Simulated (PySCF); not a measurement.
MPb cations for M along the fourth-period p block

HF with double-zeta basis sets in PySCF, for the lowest determinant that a PBE0 search found; no spin–orbit coupling. De refers to high-spin ground-configuration atoms (the charge goes to the atom of lower measured ionisation energy or higher electron affinity, which is not always the lowest computed limit). A positive dipole points towards Pb; it is taken about the centre of mass and depends on that origin.

```csv
M,basis,reference,charged atom,state (unpaired electrons),Re (Å),ωe (cm⁻¹),De (eV),μ (D)
Ga,cc-pVDZ-PP,UHF,Ga+,"triplet (σ ↑, π ↑)",3.304,81.2,n/a,-5.18
Ge,def2-SVP,UHF,Pb+,"quartet (σ ↑, π ↑↑)",2.670,201,n/a,-0.19
As,def2-SVP,UHF,Pb+,triplet (π ↑↑),2.727,184,n/a,1.96
Se,def2-SVP,UHF,Pb+,doublet (π ↑),2.599,235,n/a,3.25
Br,def2-SVP,RHF,Pb+,singlet (closed shell),2.524,263,n/a,4.59
```

The shortest bond is that of PbBr⁺ (2.524 Å), the longest that of GaPb⁺ (3.304 Å).

The rows differ in basis set, which adds steps of its own.

The state changes along the series, so neighbouring rows are not always alike in their bonding.

These are scalar-relativistic numbers at best; spin–orbit coupling would shift them, the dissociation energy most. Hartree–Fock leaves out correlation, which carries a large part of most bond energies and some tenths to 1 eV of ionisation energies. States were picked by a PBE0 search and need not be the measured ground states.
